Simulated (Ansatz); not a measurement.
BH5InNOS, SMILES `[NH2][In]([OH])[BH]S`, one more setting.

```yaml
crystal:
  periodic: [false, false, false]
  atoms:
    - {symbol: N, position_ang: [0.747782, 1.292954, 1.547985]}
    - {symbol: In, position_ang: [0.545776, 0.103889, -0.063389]}
    - {symbol: O, position_ang: [1.882506, 0.809478, -1.369977]}
    - {symbol: B, position_ang: [-0.946704, -1.498698, -0.488732]}
    - {symbol: S, position_ang: [-2.694991, -1.294743, -0.525424]}
    - {symbol: H, position_ang: [1.594683, 1.837701, 1.617334]}
    - {symbol: H, position_ang: [0.461409, 0.980030, 2.462237]}
    - {symbol: H, position_ang: [1.851858, 0.380685, -2.227054]}
    - {symbol: H, position_ang: [-0.615975, -2.620854, -0.729886]}
    - {symbol: H, position_ang: [-2.826354, 0.009569, -0.223094]}
basis:
  gaussian: {orbitals: STO-3G, fitting: {mean_field: cc-pVTZ-jkfit}}
total_charge: -1
magnetization: {spin_polarized: true, initial_magnetization: 1}
hamiltonian: {xc: {name: LC-wPBE}}
```

```sh
$ ansatz run in.yaml --threads 4 --pin off --events-out ev --progress --plain --max-ram 10444MiB
```

It prints (some lines left out):

```
Functional definition: LC-wPBE
Error: <dir> the basis set cc-pVTZ-JKFIT has no functions for In
```
